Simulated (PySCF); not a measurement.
C2V, SMILES [C]1[C][V]1 (connectivity only; charge and spin as stated), neutral, multiplicity 4. Atoms are numbered in the order given.

```xyz
3

V      0.0000     0.0000     0.6248
C      0.0000     0.6436    -1.1975
C      0.0000    -0.6436    -1.1975
```
Charge 0, spin multiplicity 4.

Geometry optimised at B3LYP-D3(BJ)/def2-TZVP. The spin state was assumed, not searched.

Calculation: PySCF with PBE/def2-TZVPD.

Mulliken values depend strongly on the basis, most of all with diffuse functions as here. Atomic charges (e):

```json
[
 {"atom": "V1", "meta-Löwdin": "(withheld)", "Mulliken": "0.37", "Mulliken spin": "3.22"},
 {"atom": "C2", "meta-Löwdin": "(withheld)", "Mulliken": "-0.18", "Mulliken spin": "-0.11"},
 {"atom": "C3", "meta-Löwdin": "(withheld)", "Mulliken": "-0.18", "Mulliken spin": "-0.11"}
]
```

Question: What belongs in the gaps? (An estimate is asked for; the answer gives what the named calculation found.)

Answer: 
- V1, meta-Löwdin: 0.59
- C2, meta-Löwdin: -0.29
- C3, meta-Löwdin: -0.29
